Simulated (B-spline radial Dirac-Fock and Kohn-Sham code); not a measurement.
# The M4-N45N45 Auger spectrum of Dy

System: the Dy atom, 1s2 2s2 2p6 3s2 3p6 3d10 4s2 4p6 4d10 4f12 5s2 5p6 (not the ground configuration).

Input file task.json (cfg lists n, l and occupation; rrms is the nuclear radius in fm):

```json
{"items": [{
  "Z": 66,
  "q": 0,
  "cfg": [[1, 0, 2], [2, 0, 2], [2, 1, 6], [3, 0, 2], [3, 1, 6], [3, 2, 10], [4, 0, 2], [4, 1, 6], [4, 2, 10], [4, 3, 12], [5, 0, 2], [5, 1, 6]],
  "A": 164,
  "rrms": 5.2218,
  "do": ["binding", "quiet", "double"]
}]}
```

Command: `python xray_run.py task.json out`

Model: multi-electron Dirac-Fock with separately optimised hole states, Breit and Lamb-shift corrections added in first order. Program: a radial B-spline solver. The two-hole levels come from diagonalising the Coulomb interaction among the jj configurations; intensities are independent-particle Coulomb rates. Kinetic energies are from the vacuum level. The model has no electron correlation. Open outer shells are spectators and are not coupled to the holes.

```csv
kinetic energy (eV),J,leading jj holes (weight),leading LS term (weight),intensity (%)
985.7,0,N4N4 (0.89),¹S0 (0.73),7.8
993.5,2,N4N4 (0.93),¹D2 (0.45),25.4
997.0,4,N4N5 (0.96),¹G4 (0.93),29.0
997.7,1,N4N5 (1.00),³P1 (1.00),8.9
999.1,2,N4N5 (0.91),³P2 (0.51),12.8
1000.5,0,N5N5 (0.89),³P0 (0.73),0.3
1001.6,3,N4N5 (1.00),³F3 (1.00),14.6
1005.1,2,N5N5 (0.98),¹D2 (0.50),0.6
1007.7,4,N5N5 (0.96),³F4 (0.93),0.5
```

The strongest line, by its leading LS label ¹G4, lies at 997.0 eV. The mean weight of the leading component is 0.95 in jj and 0.75 in LS coupling, so jj labels describe these levels better.

Values without a named source are computed, but for edge energies of neutral atoms, which are taken from tables.
